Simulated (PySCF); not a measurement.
# Shapes and spin states of RuO2(OH)

Level of theory: PySCF, PBE0, basis Ru def2-TZVP with ECP28, O def2-TZVP, H def2-TZVP (scalar-relativistic core potentials, no spin–orbit coupling, density fitting).

Relaxations began from a few typed shapes and spin states; open shells are unrestricted. The search is not exhaustive: other isomers or separated fragments can lie lower, and high-lying points may rest on an excited occupation.

```csv
spin,group,bonds,angles,imaginary modes (cm⁻¹),ΔE (kJ/mol),ΔE with ZPE (kJ/mol)
doublet,Cs,"O–H 0.962 Å, Ru–O 1.653 Å (×2), Ru–O 1.849 Å","H–O–Ru 119.5°, O–Ru–O 115.1° (×2), O–Ru–O 127.3°",none,0.0,0.0
doublet,Cs,"O–H 0.963 Å, Ru–O 1.646 Å, Ru–O 1.651 Å, Ru–O 1.865 Å","H–O–Ru 118.8°, O–Ru–O 114.7°, O–Ru–O 116.7°, O–Ru–O 128.7°",188i,8.3,–
quartet,Cs,"O–H 0.963 Å, Ru–O 1.688 Å (×2), Ru–O 1.859 Å","H–O–Ru 119.8°, O–Ru–O 113.6°, O–Ru–O 123.2° (×2)",none,33.2,31.3
quartet,Cs,"O–H 0.962 Å, Ru–O 1.684 Å (×2), Ru–O 1.873 Å","H–O–Ru 119.6°, O–Ru–O 115.3°, O–Ru–O 120.1°, O–Ru–O 124.6°",251i,39.7,–
```

The lowest minimum found is the doublet Cs: O–H 0.962 Å, Ru–O 1.653 Å (×2), Ru–O 1.849 Å; H–O–Ru 119.5°, O–Ru–O 115.1° (×2), O–Ru–O 127.3°.

For the lowest minimum: other spin states or occupations of the open shell can lie lower.
